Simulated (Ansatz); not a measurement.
B$_{2}$Cl$_{4}$, charge -1, doublet, geometry from GFN2-xTB of the parent state (a state made from the parent by changing its charge; the spin is typed, not shown lowest) (a gas-phase anion, which may not be bound at this level); PBE0/3-21G (Ansatz, a first-principles code).

Here is a job for Ansatz.
Ansatz 0.2 input:
```yaml
crystal:
  periodic: [false, false, false]
  atoms:
    - {symbol: Cl, position_ang: [-1.72231116, -1.20807352, 0.89204460]}
    - {symbol: B, position_ang: [-0.84531679, -0.07852237, -0.06467927]}
    - {symbol: Cl, position_ang: [-1.75980786, 0.88461581, -1.15847834]}
    - {symbol: B, position_ang: [0.84531679, 0.07852237, 0.06467927]}
    - {symbol: Cl, position_ang: [1.91510219, -0.85476349, -0.90736095]}
    - {symbol: Cl, position_ang: [1.56701683, 1.17822120, 1.17379469]}
basis:
  gaussian:
    orbitals: 3-21G.json
hamiltonian:
  xc: pbe0
total_charge: -1
magnetization: {spin_polarized: true, initial_magnetization: 1}
```
The basis file holds 3-21G in the JSON format of the Basis Set Exchange.

Task: Write the output that Ansatz gives for this input, abridged.

Result: 
```
Functional definition: PBE0
798 factors; integrals over basis functions are off by at most 2.1e-4 eV
mean field evaluation 1: about -51179.2359 eV, gradient 8.1e0 eV
mean field evaluation 2: about -51179.5333 eV, gradient 5.3e0 eV
mean field evaluation 4: about -51179.7182 eV, gradient 2.2e-1 eV
mean field evaluation 8: about -51179.8358 eV, gradient 1.5e-2 eV
mean field evaluation 16: about -51179.9460 eV, gradient 1.2e-1 eV
mean field evaluation 32: about -51179.8357 eV, gradient 7.3e-4 eV
mean field -51179.94640113 eV, -1880.8283392280 hartree, gradient 1.4e-5 eV, S^2 0.753672; 4 other end points of the search recorded, 0 dependent functions left out
reference -51179.94642495 eV, -1880.8283401031 hartree; 40, 39 occupied and 30, 31 virtual orbitals, 798 factors
Total energy: -51179.94642495 eV, -1880.8283401031 hartree
```
